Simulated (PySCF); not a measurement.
# Worked example: oscillator strength and radiative lifetime

CH4O2Pb, SMILES C[O][Pb][OH] (connectivity only; charge and spin as stated), neutral, multiplicity 1.

Geometry optimised at r2SCAN-D4/def2-SVP. The def2 effective core potentials stand for the cores of Pb; spin–orbit coupling is left out. Other conformers were not sampled.

TDDFT-CAM-B3LYP/def2-SVPD (PySCF 2.14.0) puts the first singlet state with f over 0.02 at 4.50 eV (vertical), with the transition dipole (-0.293, 0.174, 0.382) in atomic units.

Find the oscillator strength, the wavelength and the radiative lifetime that this transition would have in vacuum if emission retraced absorption.


|μ|² = 0.2620 au, so |μ| = 1.30 D. ΔE = 4.50/27.211 = 0.1654 hartree. f = (2/3) ΔE |μ|² = 0.029 (the program prints 0.029).
λ = 1239.84/4.50 = 276 nm; ν = 36295 cm⁻¹.
Einstein's coefficient A = 0.6670 ν² f s⁻¹ (ν in cm⁻¹) = 2.5e7 s⁻¹, so τ = 1/A = 39 ns. This state is S2; the lower singlet has f = 0.011. The figure is the radiative limit of this one transition; relaxation, internal conversion, crossing to triplets and a medium change what is measured.
